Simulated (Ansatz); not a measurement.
`[NH2][MgH]` + HBr → `[MgH][Br]` + NH₃ at 600 K and 1 bar (ligand exchange at a Mg–N bond).

Computed with Ansatz on PBE0-D4/def2-TZVP structures; ΔE is electronic, products minus reactants. CBS: MP2 limit from def2 TZ/QZ plus the TZ coupled-cluster correction, frozen cores. This one scheme is used for every species. For Br, Mg outer-core shells are correlated without core-valence functions, which leaves a few kJ/mol of doubt a bond. Scalar relativity is left out up to krypton.

```tsv
species	CCSD(T)/CBS energy (Eh)	H − E (kJ/mol)	S (J/(mol·K))
`[NH2][MgH]`	-256.40266	110.7	299.9
HBr	-2573.91920	33.5	219.1
`[MgH][Br]`	-2773.87245	43.6	288.0
NH₃	-56.50880	112.4	219.5
```

H − E and S are ideal-gas, rigid-rotor, harmonic terms from PBE0-D4/def2-TZVP. 1 Eh = 2625.50 kJ/mol, R = 8.31446 J/(mol·K).

Q: By hand: ΔE, ΔH, ΔS and ΔG.

A: ΔE = (-2773.87245) + (-56.50880) − (-256.40266) − (-2573.91920) = -0.05939 Eh = -155.9 kJ/mol. Δ(H − E) = 43.6 + 112.4 − 110.7 − 33.5 = 11.8, so ΔH = -144.1 kJ/mol. ΔS = 288.0 + 219.5 − 299.9 − 219.1 = -11.5 J/(mol·K). ΔG = -144.1 − 600 × (-11.5)/1000 = -137.2 kJ/mol.

Q: By hand: the equilibrium constant, and the temperature at which ΔG would vanish if ΔH and ΔS stayed fixed.

A: log₁₀ K = −ΔG/(RT ln 10) = 11.9. ΔG = 0 at ΔH/ΔS = 12530 K, far beyond where these terms or the molecules hold.

The number of gas molecules stays the same, so ΔS is small and ΔH decides. A doubt of 5 kJ/mol in ΔE shifts log₁₀ K by 0.4 here. These are equilibria of isolated gas molecules and say nothing of rates. Largest T1 diagnostic: 0.009 (customary marks: 0.02 for closed shells, 0.045 for open ones).
